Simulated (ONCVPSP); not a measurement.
## Reading a pseudo-wave (Mn (Z = 25))

Columns: radius, all-electron u(r) and pseudo u(r) of the 3p shell (level -72.40 eV) of manganese in the configuration [Ne] 3s2 3p6 3d5; LDA (Perdew-Zunger), scalar-relativistic, ONCV scheme, ONCVPSP 4.0.1.

| r (bohr) | all-electron | pseudo |
| --- | --- | --- |
| 0.095 | -0.4869 | 0.0461 |
| 0.190 | -0.5334 | 0.1782 |
| 0.285 | -0.1417 | 0.3711 |
| 0.380 | 0.3354 | 0.5934 |
| 0.475 | 0.7227 | 0.8085 |
| 0.570 | 0.9736 | 0.9801 |
| 0.665 | 1.0994 | 1.0921 |
| 0.760 | 1.1305 | 1.1292 |
| 0.855 | 1.0980 | 1.0979 |
| 0.950 | 1.0272 | 1.0270 |
| 1.045 | 0.9361 | 0.9360 |
| 1.140 | 0.8373 | 0.8372 |
| 1.235 | 0.7385 | 0.7383 |
| 1.330 | 0.6443 | 0.6442 |
| 1.425 | 0.5574 | 0.5573 |
| 1.520 | 0.4790 | 0.4789 |
| 1.615 | 0.4093 | 0.4092 |
| 1.710 | 0.3480 | 0.3480 |
| 1.805 | 0.2948 | 0.2947 |
| 1.900 | 0.2488 | 0.2488 |
| 1.995 | 0.2094 | 0.2094 |
| 2.090 | 0.1758 | 0.1758 |
| 2.185 | 0.1472 | 0.1472 |
| 2.280 | 0.1230 | 0.1230 |
| 2.375 | 0.1026 | 0.1026 |
| 2.470 | 0.0855 | 0.0854 |

How many radial nodes do the two functions have?

The all-electron 3p function has n − l − 1 = 1; the pseudo-wave has 0, since the states of the same l below it are removed with the core.

At about which radius was the pseudo-wave matched?

0.85 bohr, where the columns begin to agree (steps of 0.10 bohr).

Where does each function peak?

Outermost all-electron maximum near 0.76 bohr, pseudo maximum near 0.76 bohr (to the table’s step).

Is the pseudo-wave norm-conserving?

Yes: the ONCV scheme keeps the norm inside the radius equal to the all-electron one, which fixes the energy derivative of the logarithmic derivative at the level.
